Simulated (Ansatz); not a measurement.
PtF2. The state is a singlet with charge 0. Geometry relaxed at PBE-D4/def2-TZVP.

```xyz
3

Pt    0.328    0.328   -0.081
F    -1.225    1.042    0.628
F     0.897   -1.370   -0.547
```

In the def2 sets Pt takes a core potential; there is no spin–orbit coupling. The restricted singlet is unstable: a solution with broken spin symmetry lies lower. At PBE0-D4/def2-TZVP a triplet of charge 0 lies 1.09 eV below the restricted singlet, each at its own geometry. The structure comes from a short search, and lower isomers may exist.

Q: Estimate the harmonic wavenumbers at RKS PBE-D4/def2-TZVP (Ansatz, unscaled). Is this a minimum?

A: 117, 633, 641 cm⁻¹. Yes, no mode is imaginary beyond noise. Zero-point energy 8.3 kJ/mol. It took 2.9 s on 4 threads of Intel Xeon Platinum 8559C on a shared host.
